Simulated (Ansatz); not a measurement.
Ideal-gas functions of `[OH][Nb]([OH])([OH])([Cl])[Cl]` at 600 K and 1 bar, from an Ansatz frequency run at PBE0-D4/def2-TZVP.

Molar mass 214.83 g/mol, point group C1 (symmetry number 1), electronic degeneracy 1, moments of inertia 301.79, 338.043, 463.707 u Å². Harmonic wavenumbers (cm⁻¹, unscaled): 57, 95, 156, 185, 201, 232, 239, 275, 335, 364, 383, 395, 456, 529, 600, 734, 738, 757, 3878, 3890, 3928.

Use S(trans) = R[1.5 ln M + 2.5 ln T − 1.1517]; rotational temperatures θ = 24.2544 K / I; S(rot) = R[ln(√π/σ · √(T³/θAθBθC)) + 1.5]; for each mode x = 1.438777 ν̃/T, S = R[x/(eˣ − 1) − ln(1 − e⁻ˣ)] and H = RT x/(eˣ − 1); 1 cm⁻¹ = 0.0119627 kJ/mol; R = 8.31446 J/(mol·K).

Q: By hand: the entropy, in J/(mol·K).

A: Translation 190.4. Rotation: θ = 0.0804, 0.0717, 0.0523 K, giving 130.7. Vibration, mode by mode: 24.87, 20.63, 16.54, 15.14, 14.46, 13.30, 13.06, 11.93, 10.36, 9.70, 9.31, 9.07, 7.97, 6.87, 5.97, 4.61, 4.58, 4.41, 0.01, 0.01, 0.01, in all 202.8. Electronic 0.0. Sum 523.9 J/(mol·K).

Q: By hand: H − E and G − E in kJ/mol, counted from the electronic energy.

A: Zero-point energy ½ × 18427 × 0.0119627 = 110.2; thermal vibration 57.3; translation, rotation and pV give 4 RT = 20.0. H − E = 187.5 kJ/mol, and G − E = 187.5 − 600 × 523.9/1000 = -126.8 kJ/mol.

Vibration gives 39 % of the entropy, 45.5 J/(mol·K) of it from the modes under 150 cm⁻¹: soft modes count most, and the harmonic formula is weakest for them. The sum counts one conformer and one mirror image; others add a mixing term.
